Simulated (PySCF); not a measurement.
# What a mistake does to a calculation on AlBFH4O anion

Calculated results; nothing here was measured. They come from PySCF 2.14.0, an open-source quantum chemistry program, on an isolated molecule that a program drew, which may never have been made. The molecule is AlBFH4O anion (charge -1, singlet), drawn as the SMILES string `O[BH][AlH2-][F]`.

Each row is a Hartree-Fock (HF) and frozen-core CCSD(T) single point in the aug-cc-pV(D+d)Z basis, meant for a local HF minimum. Run 1 is clean. Each other run has one planted mistake out of seven kinds, and not every kind appears here: one electron removed, one electron added, multiplicity raised by two, geometry at a saddle point, minimal basis STO-3G, one bond length entered in bohr, all coordinates scaled. The reference is restricted for singlets and unrestricted otherwise, and also for a bond in bohr. Adding or removing an electron swaps singlet and doublet. Electrons count all cores. HOMO and LUMO are orbital energies over both spins, the gradient is its largest component, and the lowest frequency (negative if imaginary) is given only where the gradient is small. Bond lengths are over the 7 bonds as drawn. T1 is the CCSD diagnostic: over 0.02 (restricted) or 0.045 (unrestricted) a single reference is doubtful.

Geometry of the clean run:
```xyz
8
AlBFH4O anion, angstrom
O    -2.2329   -0.8858   -2.1731
B    -0.9074   -1.0406   -1.7940
Al   -0.4284   -1.3866    0.3363
F     0.4296   -2.8507    0.5674
H    -2.7979   -0.9764   -1.4231
H    -0.1799   -0.9347   -2.7752
H    -1.9073   -1.5102    1.0784
H     0.4324   -0.1642    1.0144
```

```
run  electrons  basis functions  <S^2>  HOMO (eV)  LUMO (eV)  gradient (hartree/bohr)  lowest frequency (cm^-1)  mean bond (Å)  longest bond (Å)      T1  HF (hartree)  CCSD(T) (hartree)                          mistake
  1         40              137  0.000      -4.39       3.32                  1.0e-05                        70         1.5402             2.211  0.0153    -443.38909         -444.02907                         no fault
  2         40              137  0.000      -4.69       3.33                  6.1e-02                         -         1.6526             2.372  0.0170    -443.35992         -444.01059           all coordinates scaled
  3         40              137  0.228      -2.40       3.21                  2.1e-02                         -         1.7511             3.136  0.0407    -443.30757         -443.95303  one bond length entered in bohr
  4         40              137  2.008      -1.55       3.26                  4.6e-02                         -         1.5402             2.211  0.0210    -443.29409         -443.92151                                ?
```

**Which mistake was planted in run 4, and what did it cost?**

Electrons, basis and geometry are unchanged, and <S^2> is 2.008, beside S(S+1) = 2.00 for a multiplicity of 3. So the mistake is: multiplicity raised by two. Subtracting run 1 and multiplying by 627.51 kcal/mol a hartree, the energy moved by 59.6 kcal/mol in HF and 67.5 kcal/mol in CCSD(T).

